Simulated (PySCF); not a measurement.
PySCF job for GeH5NZn, SMILES [NH2][Zn][GeH3], HF/pcSseg-1. The structure is a stationary point at B3LYP-D3(BJ)/def2-SVP. The structure was generated by enumeration; whether it is a known compound was not checked. One conformer was computed; it need not be the lowest.

```python
import numpy as np
from pyscf import gto, scf, dft
from pyscf.prop.nmr import rhf as nmr

mol = gto.M(
    atom='''
    Zn   -0.05222402    0.76579458   -0.50337416
    N     0.01774291    2.32520525   -1.46632554
    H    -0.54703403    3.11561658   -1.15776886
    H    -0.05822884    2.27616107   -2.48158130
    Ge    0.05609870   -1.23292947    0.80105426
    H     1.02169295   -2.28065268    0.19398265
    H     0.54886184   -0.97282379    2.24598521
    H    -1.31793026   -1.93483214    0.93114989
    ''',
    basis='pcSseg-1',
    charge=0,
    spin=0,
    max_memory=1600,
    verbose=3,
)
mf = scf.RHF(mol)
mf.conv_tol = 1e-10
mf.max_cycle = 100
mf.kernel()
n = nmr.NMR(mf)
n.verbose = 2
n.max_cycle_cphf = 60
sigma = n.kernel()
print('atom   isotropic/ppm   span/ppm')
for i, s in enumerate(sigma):
    w = np.linalg.eigvalsh((s + s.T) / 2)
    print(f'{mol.atom_symbol(i):2s}{i + 1:3d} {w.mean():14.3f} {w[2] - w[0]:11.3f}')
```

It prints:

```
converged SCF energy = -3910.06283959542
atom   isotropic/ppm   span/ppm
Zn  1       1737.340    1128.539
N   2        284.129      57.995
H   3         32.317      22.276
H   4         32.316      22.278
Ge  5       1874.706      72.182
H   6         28.761      17.949
H   7         28.751      18.017
H   8         28.814      18.102
```

The calculation finished and met its thresholds.

Cost: very roughly 21 core-seconds.
